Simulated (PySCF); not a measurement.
# Spinor energies of Te⁴²⁺ (tellurium, charge +42)

Start: [Ne]. Calculated with PySCF 2.14 in an uncontracted even-tempered set (17 s from 21 bohr⁻², ratio 2.4; 13 p from 27 bohr⁻², ratio 2.4; 5 d from 100 bohr⁻², ratio 2.6; 4 f from 150 bohr⁻², ratio 2.6): generalised Hartree-Fock with the X2C-1e Hamiltonian and a Gaussian nucleus; one run each with spin-orbit coupling (SO) switched off, then screened by Boettger's factors.

```json
{"spinor shell": "1s1/2", "electrons": "2", "ε, spin-free (eV)": "-34774.4", "ε, screened SO (eV)": "-34772.1", "weight of nominal j (screened SO)": "1.000", "rms radius, screened SO (bohr)": "0.0318"}
{"spinor shell": "2s1/2", "electrons": "2", "ε, spin-free (eV)": "-7608.6", "ε, screened SO (eV)": "-7608.0", "weight of nominal j (screened SO)": "1.000", "rms radius, screened SO (bohr)": "0.127"}
{"spinor shell": "2p1/2", "electrons": "2", "ε, spin-free (eV)": "-7120.2", "ε, screened SO (eV)": "-7319.1", "weight of nominal j (screened SO)": "1.000", "rms radius, screened SO (bohr)": "0.109"}
```

Q: Where does 2p3/2 lie, and what is the 2p spin-orbit splitting (screened SO)?

A: At -7030.8 eV, 288.25 eV above 2p1/2.

```tsv
quantity	spin-free	screened SO
E (hartree)	-5128.35048	-5129.92438
M_J	0	0
⟨J²⟩	0.000	0.000
⟨L²⟩	0.000	0.007
⟨S²⟩	0.000	0.007
```

Breit and QED terms are absent; they matter most for the inner s and p1/2 levels.

Densities and radii are taken from the X2C orbitals without a picture-change correction, which distorts them close to the nucleus.

Without spin-orbit coupling the j labels of p, d and f shells carry no meaning; the spin-free column gives the mean over the occupied spinors of each nl shell.
